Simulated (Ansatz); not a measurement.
`[Br][Al]1[NH][SiH2]1`. The species carries charge 0 and has multiplicity 1.

```xyz
7

Br   -2.982   -0.235    1.935
Al   -1.168    0.116    0.666
N     0.253   -0.829    0.209
Si    0.613    0.662   -0.668
H     0.784   -1.686    0.260
H     0.664    0.567   -2.155
H     1.836    1.405   -0.247
```

Problem. What are the harmonic wavenumbers in cm⁻¹ at PBE0-D4/def2-TZVP (Ansatz, finite differences of forces, unscaled)? (Estimate.)

Solution. Computed: 114, 126, 266, 421, 522, 569, 661, 664, 743, 890, 953, 1010, 2185, 2187, 3604.

Problem. Is this a minimum?

Solution. Yes, all 15 modes are real.

Problem. Give the ideal-gas thermochemistry at 298.15 K and 1 bar (rigid rotor, harmonic oscillator; point group Cs, symmetry number 1).

Solution. Zero-point energy 89.2 kJ/mol; H(298) − E = 107.1 kJ/mol; entropy 333.2 J/(mol·K), of which translation 171.5, rotation 115.1, vibration 46.7; G(298) − E = 7.7 kJ/mol.
